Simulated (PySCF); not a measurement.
## Working out the ionisation energy of Te

Te [Kr] 4d10 5s2 5p4 (3P) → Te+ [Kr] 4d10 5s2 5p3 (4S). All numbers are calculated (PySCF 2.14, a scalar-relativistic core potential, in def2-SVP with the def2 core potential (28 electrons)). Frozen: 4s2 4p6 4d10. Energies in hartree (1 hartree = 27.21139 eV):

```
            part   Te (lower)  Te+ (upper)
             UHF  -266.996813  -266.714160
CCSD correlation    -0.073638    -0.058930
             (T)    -0.000761    -0.000538
```

Q: What does Hartree-Fock give?

A: (-266.714160) − (-266.996813) = 0.282653 hartree = 7.691 eV.

Q: What do CCSD and CCSD(T) give?

A: The CCSD correlation energies differ by 0.014708 hartree = 0.400 eV and the triples by 0.000223 hartree = 0.006 eV, so CCSD gives 8.091 eV and CCSD(T) 8.097 eV.

Measured between the centres of the two terms (NIST): 8.749 eV, so CCSD(T) (valence) is off by -0.652 eV.

A double-zeta basis recovers only part of the correlation energy.

What remains against the reference includes basis incompleteness, the frozen core and higher excitations.
